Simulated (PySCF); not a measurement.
## A run with a changed setting

The sound run of [Re(BH4)4]+ (triplet) uses PySCF 2.14.0, UKS r2SCAN, Re def2-SVP with ECP60, B def2-SVP, H def2-SVP; non-relativistic Hamiltonian with scalar-relativistic core potentials where named; density fitting; no spin-orbit coupling, grid (50, 194), threshold 1e-8 and 55 cycles at the relaxed geometry. This run, with dm0 from free metal ions and neutral atoms, differs:

```python
mol = gto.M(atom='''
Re     0.00000    -0.00000    -0.05308
B      1.43885     1.43885     1.04511
H      1.65053     1.65053     2.23044
H      0.58065     0.58065     1.56574
H      2.38683     0.88280     0.51618
H      0.88280     2.38683     0.51618
B     -1.43885    -1.43885     1.04511
H     -1.65053    -1.65053     2.23044
H     -0.58065    -0.58065     1.56574
H     -2.38683    -0.88280     0.51618
H     -0.88280    -2.38683     0.51618
B      1.25659    -1.25659    -1.22566
H      1.94937    -1.94937    -1.91640
H      1.33760    -1.33760     0.08392
H      0.03567    -1.53883    -1.39453
H      1.53883    -0.03567    -1.39453
B     -1.25659     1.25659    -1.22566
H     -1.94937     1.94937    -1.91640
H     -1.33760     1.33760     0.08392
H     -0.03567     1.53883    -1.39453
H     -1.53883     0.03567    -1.39453''',
    basis={'Re': 'def2-SVP', 'B': 'def2-SVP', 'H': 'def2-SVP'},
    ecp={'Re': 'def2-SVP'},
    charge=6, spin=2)
mf = dft.UKS(mol, xc='R2SCAN')
mf.grids.atom_grid = (50, 194)
mf = mf.density_fit()  # fitting sets: Re def2-universal-JKFIT, B def2-universal-JKFIT, H def2-universal-JKFIT
mf.conv_tol = 1e-08; mf.max_cycle = 68
mf.kernel(dm0)
```

Question: What was changed, and how did it end?

Answer: The charge was changed. The program refused it. The cycle limit differs too. These settings are unsound on purpose: the numbers aren't the compound's.
```
RuntimeError: Electron number 45 and spin 2 are not consistent
Note mol.spin = 2S = Nalpha - Nbeta, not 2S+1
```

Run from Python with OMP_NUM_THREADS=4; the lines above give its settings.

No frequency check is given that shows the relaxed geometry to be a minimum. Open shells may have lower solutions than the one found.
